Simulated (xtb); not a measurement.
Input for xtb: GFN2-xTB on CH6GaN (SMILES C[NH][GaH2]), a point of a bond scan (R = 1.110 Å).

```
$ xtb mol.xyz --gfn 2 --sp --chrg 0 --uhf 0
9

Ga    -0.38552085     0.59219483     0.38547984
H     -0.35620831     1.04055650     1.88089773
H     -1.21326902     1.21780911    -0.78284021
N      0.66953217    -0.82999472    -0.05613421
C      0.83297337    -1.44977301    -1.35901371
H      1.27985815    -1.31425125     0.73432038
H      0.53149662    -2.50342095    -1.35711350
H      1.86866607    -1.40063125    -1.71396656
H      0.21152158    -0.93352423    -2.09229175
```

Q: Give the final energy of this run.

A: -9.2849 hartree.
